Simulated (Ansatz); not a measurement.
Reaction (ligand exchange at a B–N bond): `BNC[TeH]` + `CNBN` → `BNBNC` + `NC[TeH]`

Gas-phase electronic energies from Ansatz, PBE0-D4/def2-TZVP geometries. CBS: MP2 limit from def2 TZ/QZ plus the TZ coupled-cluster correction, frozen cores. Functionals use def2-TZVPP. B3LYP here is the variant with VWN-RPA as its local correlation; programs differ in this. def2 core potentials past Kr. For Te outer-core shells are correlated without core-valence functions, which leaves a few kJ/mol of doubt a bond. Each species was taken in one conformer, which may not be the lowest.

| level | ΔE (kJ/mol) | difference from CCSD(T)/CBS |
| --- | --- | --- |
| PBE-D4 | 43.5 | 4.9 |
| r2SCAN-D4 | 43.6 | 5.0 |
| PBE0-D4 | 42.3 | 3.7 |
| B3LYP-D4 | 42.0 | 3.4 |
| ωB97X-V | 39.7 | 1.1 |
| ωB97M-V | 40.0 | 1.4 |
| B2PLYP | 42.7 | 4.1 |
| PBE | 44.9 | 6.3 |
| r2SCAN | 43.9 | 5.3 |
| PBE0 | 43.4 | 4.8 |
| B3LYP | 44.1 | 5.5 |
| HF/def2-TZVPP | 37.2 | -1.4 |
| MP2/def2-TZVPP | 41.8 | 3.2 |
| SCS-MP2/def2-TZVPP | 40.2 | 1.6 |
| CCSD/def2-TZVPP | 38.7 | 0.1 |
| CCSD(T)/def2-TZVPP | 39.1 | 0.5 |
| HF/def2-QZVPP | 37.1 | -1.5 |
| MP2/def2-QZVPP | 41.5 | 2.9 |
| SCS-MP2/def2-QZVPP | 40.0 | 1.4 |
| HF/CBS(def2) | 37.1 | -1.5 |
| MP2/CBS(def2) | 41.3 | 2.7 |
| CCSD/CBS(def2) | 38.3 | -0.3 |
| CCSD(T)/CBS | 38.6 | 0 |

Largest T1 diagnostic among the species: 0.013.
